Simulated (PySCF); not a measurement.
**Computed properties of C4H9NSi, SMILES C(CC[SiH2]N)#C**

C4H9NSi, SMILES C([SiH2]N)CC#C. Geometry optimised at B3LYP-D3(BJ)/def2-SVP. The structure was generated by enumeration, and PubChem lists no compound with its InChIKey, so it may never have been made. Other conformers were not sampled. All values are computed for the isolated molecule unless a solvent is named; none is compared with measurement here.

**Structure.** The optimised structure has Cs symmetry. All 39 harmonic modes at B3LYP-D3(BJ)/def2-SVP (PySCF) are real, so it is a minimum. With heavy atoms numbered as in [CH:1]#[C:2][CH2:3][CH2:4][SiH2:5][NH2:6], the shortest bond between them is C1–C2 at 1.212 Å and the longest C4–Si5 at 1.897 Å.

**Vibrations.** The strongest infrared lines (harmonic, unscaled, degenerate partners summed) lie at 352 cm⁻¹ (228 km/mol, H 70 %, N 28 %), 892 cm⁻¹ (207 km/mol, H 66 %, C 20 %, Si 12 %), 2207 cm⁻¹ (154 km/mol, H 96 %). The softest mode is at 71 cm⁻¹ and the zero-point energy is 73.7 kcal/mol.

**Electronic structure.** PBE0/def2-TZVP (PySCF) places the frontier levels at -7.19 and 0.42 eV, a gap of 7.61 eV, and gives a dipole moment of 1.53 D and a mean polarisability of 80.0 bohr³. PBE/def2-TZVP (PySCF) at the same geometry gives -5.86 and -0.42 eV, so its gap is 2.17 eV narrower. An orbital gap is neither the optical nor the fundamental gap.

**Excitations.** TDDFT-CAM-B3LYP/def2-SVPD (PySCF) has S1 at 6.29 eV (197 nm, f = 0.039, weak); the most intense of the 9 singlets computed lies at 7.26 eV (f = 0.05). T1 (TDA) is at 5.34 eV. TDDFT-PBE/def2-SVPD (PySCF) puts S1 at 5.49 eV. No vertical singlet excitation falls in the visible range (under 3.1 eV).

**NMR.** GIAO shifts at PBE0/pcSseg-1 (PySCF) (non-relativistic, atoms alike by connectivity averaged): ¹³C from 15.6 to 90.7 ppm against TMS; ¹H from 0.5 to 4.8 ppm against TMS; ²⁹Si at -25.4 ppm against TMS.

**Solvation.** SMD-B3LYP/6-31G* (PySCF) gives -2.1 kcal/mol in water, -6.1 kcal/mol in 2-propanol, -5.7 kcal/mol in N,N-dimethylformamide (1 M in both phases, gas-phase geometry).
